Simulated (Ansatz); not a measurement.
GaF₄, that is [GaF4]- with one electron fewer. Total charge 0; doublet. Geometry PBE0-D4/def2-SVPD; atoms count from 1.

| atom | x (Å) | y (Å) | z (Å) |
| --- | --- | --- | --- |
| Ga1 | 0.128 | 0.239 | -0.157 |
| F2 | -0.409 | -1.571 | -0.150 |
| F3 | 1.846 | 0.452 | -0.065 |
| F4 | -0.644 | -0.390 | 1.447 |
| F5 | -0.921 | 1.270 | -1.075 |

In the charge 0 doublet, F2 and F4 lie 2.00 Å apart (atoms count from 1), so these atoms are partly bonded to each other.

(1) Estimate the Mulliken populations from the PBE0/def2-TZVPD orbitals of Ansatz.

(2) Where does the spin sit?

(3) And the Mayer bond orders between bonded heavy atoms (over 0.3)?

## Answers

(1) 
```
atom  charge (e)  spin (α − β)
 Ga1        0.90         -0.03
  F2       -0.14          0.52
  F3       -0.31          0.00
  F4       -0.14          0.52
  F5       -0.31          0.00
```
Mulliken values and Mayer orders depend strongly on the basis. With diffuse functions, as here, like atoms can get unlike values, and bond orders can come out too low or too high.

(2) Summed by element: Ga -0.03, F 1.03, of 1 unpaired in all. Largest on single atoms: F2 0.52, F4 0.52, Ga1 -0.03.

(3) Ga1–F2 0.53 (1.89 Å); Ga1–F3 1.00 (1.73 Å); Ga1–F4 0.53 (1.89 Å); Ga1–F5 1.00 (1.73 Å). Values over 0.3 also appear between atoms too far apart for a bond (F2–F4 0.42 at 2.00 Å); they arise where an orbital or an unpaired electron spreads over both atoms.
